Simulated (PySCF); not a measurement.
**Electron correlation in Pb (lead, neutral)**

[Xe] 4f14 5d10 6s1 6p3, high-spin 5S determinant (an excited configuration). Computed with PySCF 2.14 in def2-TZVPPD with the def2 core potential (60 electrons) (7s5p4d2f, 56 functions), with scalar relativity through the core potential. Frozen: 5s2 5p6 5d10; 4 electrons correlated.

| level | correlation energy (mhartree) |
| --- | --- |
| CCSD | -18.28 |
| (T) | -0.23 |
| CCSD(T) | -18.51 |

Diagnostics: T1 = 0.0029, D1 = 0.0053, largest double amplitude 0.032.

Spin-orbit coupling is strong in this species (close to jj coupling), so the high-spin LS determinant is a model state, not a physical level.

Cost of the coupled-cluster step: roughly 1.1 core-seconds, for 4 correlated electrons.

Iterations:

```
CC2 = 0
CCSD nocc = (np.int64(4), np.int64(0)), nmo = (47, 47)
frozen orbitals [[0, 1, 2, 3, 4, 5, 6, 7, 8], [0, 1, 2, 3, 4, 5, 6, 7, 8]]
max_cycle = 100
direct = 0
conv_tol = 1e-08
conv_tol_normt = 1e-06
diis_space = 8
diis_start_cycle = 0
Init t2, MP2 energy = -0.0136810135556121
Init E_corr(UCCSD) = -0.0136810135766802
cycle = 1  E_corr(UCCSD) = -0.0170193236285151  dE = -0.00333831005  norm(t1,t2) = 0.0260162
cycle = 2  E_corr(UCCSD) = -0.0179107650151153  dE = -0.000891441387  norm(t1,t2) = 0.00809898
cycle = 3  E_corr(UCCSD) = -0.0182919138707781  dE = -0.000381148856  norm(t1,t2) = 0.00275901
cycle = 4  E_corr(UCCSD) = -0.0182826147665541  dE = 9.29910422e-06  norm(t1,t2) = 0.000330037
cycle = 5  E_corr(UCCSD) = -0.0182832413388164  dE = -6.26572262e-07  norm(t1,t2) = 3.08214e-05
cycle = 6  E_corr(UCCSD) = -0.0182831521242243  dE = 8.92145921e-08  norm(t1,t2) = 4.58796e-06
cycle = 7  E_corr(UCCSD) = -0.0182831937667357  dE = -4.16425114e-08  norm(t1,t2) = 4.3733e-07
cycle = 8  E_corr(UCCSD) = -0.0182831884918762  dE = 5.27485954e-09  norm(t1,t2) = 6.5206e-08
UCCSD converged
E(UCCSD) = -191.6812881953228  E_corr = -0.01828318849187621
UCCSD(T) correction = -0.000230660205914469
```

Spin-orbit coupling is strong in this species, so the high-spin LS determinant is a model state.
